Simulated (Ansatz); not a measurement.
Reactions of CH₄ClFSSi, SMILES `FC[SiH](S)Cl`.

Calculated with Ansatz (gas phase, PBE0-D4/def2-TZVP geometries, no zero-point term in ΔE). CCSD(T)/CBS adds triple-zeta CCSD(T) − MP2 to the extrapolated MP2 energy (def2 sets, frozen cores). This one scheme is used for every species, atoms too. No spin–orbit coupling; open shells (•) take unrestricted orbitals. Spin–orbit coupling would lower the free atoms: a little for C, Cl, F, S, Si. Each species was taken in one conformer, which may not be the lowest.

(1) Order these by ΔE at CCSD(T)/CBS, lowest first. (Estimate.)
A. `FC[SiH](S)Cl` + `O[SiH3]` → `[SiH3]O[SiH](S)Cl` + `CF`
B. `FC[SiH](S)Cl` + H–F → `FC[SiH](F)Cl` + H₂S
C. `FC[SiH](S)Cl` + H–F → `FC[SiH](F)S` + HCl
D. `FC[SiH](S)Cl` → C• + Cl• + F• + 4 H• + S• + Si•
E. `FC[SiH](S)Cl` + HCl → `S[SiH](Cl)CCl` + H–F
F. `FC[SiH](S)Cl` → `FCCl` + `[SiH]S`
G. `FC[SiH](S)Cl` → `[CH]F` + `S[SiH2]Cl`
H. `FC[SiH](S)Cl` + SiH₄ → `FC[SiH]([SiH3])S` + HCl

Largest T1 diagnostic: 0.018, for `[CH]F`.

Answers

(1) A (-143.6 kJ/mol), B (-79.3 kJ/mol), E (-50.7 kJ/mol), C (-40.6 kJ/mol), H (+99.7 kJ/mol), F (+299.1 kJ/mol), G (+381.1 kJ/mol), D (+3047.7 kJ/mol).
